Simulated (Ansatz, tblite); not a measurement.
Cost and result up the ladder for (CdTe)2 ring (Cd2Te2) (4 atoms). Total charge 0; singlet. Geometry: r2SCAN-D4/def2-SVP.

```tsv
atom	x (Å)	y (Å)	z (Å)
Cd1	1.203	-0.745	0.163
Te2	1.158	1.594	-1.263
Cd3	-1.203	0.745	-0.163
Te4	-1.158	-1.594	1.262
```

Ansatz on 4 threads of Arm Neoverse V2 on a shared host; xTB runs through tblite on one thread. Times are rough, summed over both states, and most runs start from the orbitals of an earlier one. PBE0-D4/def2-TZVP serves as the yardstick here, not as an exact answer. Differences are given only for rows in sets of like size (and for xTB, whose basis is part of the method), since another set adds its own error. The other state is a doublet.

In the def2 sets Cd, Te take a core potential; there is no spin–orbit coupling. The xTB rows come from tblite. Correlated methods freeze 8 core orbitals; core or outer-core shells of Cd, Te are correlated, in sets that lack core-valence functions. The rows differ in basis, and correlated rows in double-zeta sets carry the largest basis error. In CCSD on the charge 1 doublet the largest single amplitude is 0.33, so its Hartree–Fock determinant may place the open shell otherwise than the density functionals do.

Correlated methods converge slowly with the basis, most of all in double-zeta sets.

Raw xTB energies of ions are shifted by several eV.

```
                          level  functions  wall time  vertical IE (eV)  difference from PBE0-D4/def2-TZVP (eV)
                       GFN1-xTB         26    0.005 s             11.67                                    4.14
                       GFN2-xTB         26    0.007 s             12.04                                    4.51
               PBE-D4/def2-TZVP        180      6.3 s              7.36                                   -0.18
PBE0-D4/def2-TZVP (with forces)        180       15 s              7.53                                    0.00
            r2SCAN-D4/def2-TZVP        180       17 s              7.45                                   -0.08
               CCSD(T)/def2-SVP        114    3.5 min              7.35                                       –
```
